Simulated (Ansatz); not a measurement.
The cluster Na2Sb. The state is a doublet with charge 0. Geometry relaxed at PBE0-D4/def2-TZVP.

Cartesian coordinates in Å:
```
Na -0.5748 0.9546 1.8641
Na 0.4137 -1.9073 -0.9529
Sb 0.1612 0.9526 -0.9112
```

In the def2 sets Sb takes a core potential; there is no spin–orbit coupling. The relaxation made no stability test and no search for a lower SCF solution. The structure comes from a short search, and lower isomers may exist.

(1) Estimate the harmonic wavenumbers at UKS PBE0-D4/def2-TZVP (Ansatz, unscaled). Is this a minimum?

## Answers

(1) 60, 211, 216 cm⁻¹. Yes, no mode is imaginary beyond noise. Zero-point energy 2.9 kJ/mol. Run time 24 s (4 threads of Arm Neoverse V1 on a shared host).
